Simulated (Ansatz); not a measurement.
Ansatz (a first-principles code) input (B3LYP-D3(BJ)/def2-TZVP):

Ansatz 0.2 input:
```yaml
crystal:
  periodic: [false, false, false]
  atoms:
    - {symbol: P, position_ang: [-0.00000000, -0.00000000, -0.51471894]}
    - {symbol: O, position_ang: [0.00000000, 0.00000000, 0.96509801]}
basis:
  gaussian:
    orbitals: def2-TZVP
hamiltonian:
  xc: b3lyp
  dispersion: d3bj
magnetization: {spin_polarized: true, initial_magnetization: 1}
phonons: {temperatures: {t_min: 298.15, t_max: 298.15, t_step: 100}}
```

Output:

```
Functional definition: B3LYP
integrals: 0.01 GiB planned
433 factors; their error is unknown
mean field: 0.17 GiB planned
mean field evaluation 1: about -11329.6497 eV, gradient 4.3e1 eV
mean field evaluation 2: about -11267.5111 eV, gradient 1.2e2 eV
mean field evaluation 4: about -11336.3603 eV, gradient 2.9e0 eV
mean field evaluation 8: about -11336.4077 eV, gradient 6.8e-2 eV
mean field evaluation 16: about -11336.4078 eV, gradient 3.4e-5 eV
mean field -11336.40775149 eV, -416.6053007741 hartree, gradient 3.5e-5 eV, S^2 0.754508; 0 other end points of the search recorded, 0 dependent functions left out
the calculation of the forces begins
reference -11336.40791253 eV, -416.6053066921 hartree; 12, 11 occupied and 56, 57 virtual orbitals, 433 factors
these checks for a lower state are left out or cut short: stability, starts, cluster_reference, orbital_swaps, neighbouring_geometries, increment
integrals: 0.01 GiB planned
433 factors; their error is unknown
mean field: 0.17 GiB planned
mean field -11336.40775149 eV, -416.6053007741 hartree, gradient 3.1e-7 eV, S^2 0.754507; 0 other end points of the search recorded, 0 dependent functions left out
the calculation of the forces begins
reference -11336.40791253 eV, -416.6053066922 hartree; 12, 11 occupied and 56, 57 virtual orbitals, 433 factors
these checks for a lower state are left out or cut short: stability, starts, cluster_reference, orbital_swaps, neighbouring_geometries, increment
integrals: 0.01 GiB planned
433 factors; their error is unknown
mean field: 0.17 GiB planned
mean field evaluation 32: about -11336.4078 eV, gradient 3.1e-7 eV
mean field -11336.40775149 eV, -416.6053007741 hartree, gradient 3.1e-7 eV, S^2 0.754507; 0 other end points of the search recorded, 0 dependent functions left out
the calculation of the forces begins
reference -11336.40791253 eV, -416.6053066922 hartree; 12, 11 occupied and 56, 57 virtual orbitals, 433 factors
these checks for a lower state are left out or cut short: stability, starts, cluster_reference, orbital_swaps, neighbouring_geometries, increment
integrals: 0.01 GiB planned
433 factors; their error is unknown
mean field: 0.17 GiB planned
mean field -11336.40775149 eV, -416.6053007741 hartree, gradient 6.9e-7 eV, S^2 0.754507; 0 other end points of the search recorded, 0 dependent functions left out
the calculation of the forces begins
reference -11336.40791253 eV, -416.6053066922 hartree; 12, 11 occupied and 56, 57 virtual orbitals, 433 factors
these checks for a lower state are left out or cut short: stability, starts, cluster_reference, orbital_swaps, neighbouring_geometries, increment
integrals: 0.01 GiB planned
433 factors; their error is unknown
mean field: 0.17 GiB planned
mean field -11336.40775149 eV, -416.6053007741 hartree, gradient 6.9e-7 eV, S^2 0.754507; 0 other end points of the search recorded, 0 dependent functions left out
the calculation of the forces begins
reference -11336.40791253 eV, -416.6053066922 hartree; 12, 11 occupied and 56, 57 virtual orbitals, 433 factors
these checks for a lower state are left out or cut short: stability, starts, cluster_reference, orbital_swaps, neighbouring_geometries, increment
integrals: 0.01 GiB planned
433 factors; their error is unknown
mean field: 0.17 GiB planned
mean field -11336.40755756 eV, -416.6052936473 hartree, gradient 2.7e-6 eV, S^2 0.754502; 0 other end points of the search recorded, 0 dependent functions left out
the calculation of the forces begins
reference -11336.40771861 eV, -416.6052995658 hartree; 12, 11 occupied and 56, 57 virtual orbitals, 433 factors
these checks for a lower state are left out or cut short: stability, starts, cluster_reference, orbital_swaps, neighbouring_geometries, increment
integrals: 0.01 GiB planned
433 factors; their error is unknown
mean field: 0.17 GiB planned
mean field -11336.40756088 eV, -416.6052937693 hartree, gradient 2.7e-6 eV, S^2 0.754513; 0 other end points of the search recorded, 0 dependent functions left out
the calculation of the forces begins
reference -11336.40772191 eV, -416.6052996871 hartree; 12, 11 occupied and 56, 57 virtual orbitals, 433 factors
these checks for a lower state are left out or cut short: stability, starts, cluster_reference, orbital_swaps, neighbouring_geometries, increment
integrals: 0.01 GiB planned
433 factors; their error is unknown
mean field: 0.17 GiB planned
mean field evaluation 64: about -11336.4077 eV, gradient 9.6e-2 eV
mean field -11336.40775149 eV, -416.6053007741 hartree, gradient 3.1e-7 eV, S^2 0.754507; 0 other end points of the search recorded, 0 dependent functions left out
the calculation of the forces begins
reference -11336.40791253 eV, -416.6053066922 hartree; 12, 11 occupied and 56, 57 virtual orbitals, 433 factors
these checks for a lower state are left out or cut short: stability, starts, cluster_reference, orbital_swaps, neighbouring_geometries, increment
integrals: 0.01 GiB planned
433 factors; their error is unknown
mean field: 0.17 GiB planned
mean field -11336.40775149 eV, -416.6053007741 hartree, gradient 3.1e-7 eV, S^2 0.754507; 0 other end points of the search recorded, 0 dependent functions left out
the calculation of the forces begins
reference -11336.40791253 eV, -416.6053066922 hartree; 12, 11 occupied and 56, 57 virtual orbitals, 433 factors
these checks for a lower state are left out or cut short: stability, starts, cluster_reference, orbital_swaps, neighbouring_geometries, increment
integrals: 0.01 GiB planned
433 factors; their error is unknown
mean field: 0.17 GiB planned
mean field -11336.40775149 eV, -416.6053007741 hartree, gradient 6.9e-7 eV, S^2 0.754507; 0 other end points of the search recorded, 0 dependent functions left out
the calculation of the forces begins
reference -11336.40791253 eV, -416.6053066922 hartree; 12, 11 occupied and 56, 57 virtual orbitals, 433 factors
these checks for a lower state are left out or cut short: stability, starts, cluster_reference, orbital_swaps, neighbouring_geometries, increment
integrals: 0.01 GiB planned
433 factors; their error is unknown
mean field: 0.17 GiB planned
mean field -11336.40775149 eV, -416.6053007741 hartree, gradient 6.9e-7 eV, S^2 0.754507; 0 other end points of the search recorded, 0 dependent functions left out
the calculation of the forces begins
reference -11336.40791253 eV, -416.6053066922 hartree; 12, 11 occupied and 56, 57 virtual orbitals, 433 factors
these checks for a lower state are left out or cut short: stability, starts, cluster_reference, orbital_swaps, neighbouring_geometries, increment
integrals: 0.01 GiB planned
433 factors; their error is unknown
mean field: 0.17 GiB planned
mean field evaluation 96: about -11336.4076 eV, gradient 2.7e-6 eV
mean field -11336.40756088 eV, -416.6052937693 hartree, gradient 2.7e-6 eV, S^2 0.754513; 0 other end points of the search recorded, 0 dependent functions left out
the calculation of the forces begins
reference -11336.40772191 eV, -416.6052996871 hartree; 12, 11 occupied and 56, 57 virtual orbitals, 433 factors
these checks for a lower state are left out or cut short: stability, starts, cluster_reference, orbital_swaps, neighbouring_geometries, increment
integrals: 0.01 GiB planned
433 factors; their error is unknown
mean field: 0.17 GiB planned
mean field -11336.40755756 eV, -416.6052936473 hartree, gradient 2.7e-6 eV, S^2 0.754502; 0 other end points of the search recorded, 0 dependent functions left out
the calculation of the forces begins
reference -11336.40771861 eV, -416.6052995658 hartree; 12, 11 occupied and 56, 57 virtual orbitals, 433 factors
Total energy: -11336.44043391 eV, -416.6065018307 hartree
Atom 0 at    -0.000000    -0.000000    -0.514719 Å, force     0.000000     0.000000     0.000083 eV/Å
Atom 1 at     0.000000     0.000000     0.965098 Å, force    -0.000000    -0.000000    -0.000083 eV/Å
Dipole moment:     0.000000     0.000000    -0.440200 e Å
Vibrations: 1259.35 cm⁻¹, zero-point energy 0.078070 eV
```
